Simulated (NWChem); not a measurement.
Species: H$_{2}$TeSO; SMILES O[Te]S

```xyz
5

Te     0.3371    -0.4089    -0.0029
O     -1.4605    -1.2751     0.0565
H     -1.7875    -1.3110    -0.8524
S     -0.2314     1.9169    -0.0462
H     -0.3548     2.1035     1.2893
```
Atoms are numbered in this order, from 1.

Computed with NWChem. Structure relaxed at the PBE0/def2-SVP level. def2 effective core potentials on Te; no spin-orbit coupling.

### Question
Order these by “highest occupied level (eV)”, lowest first: PBE/def2-SVP; B3LYP/def2-SVP; PW6B95/def2-SVP; MPW1K/def2-SVP.

### Answer
MPW1K/def2-SVP (-7.30), PW6B95/def2-SVP (-6.46), B3LYP/def2-SVP (-6.13), PBE/def2-SVP (-5.23)
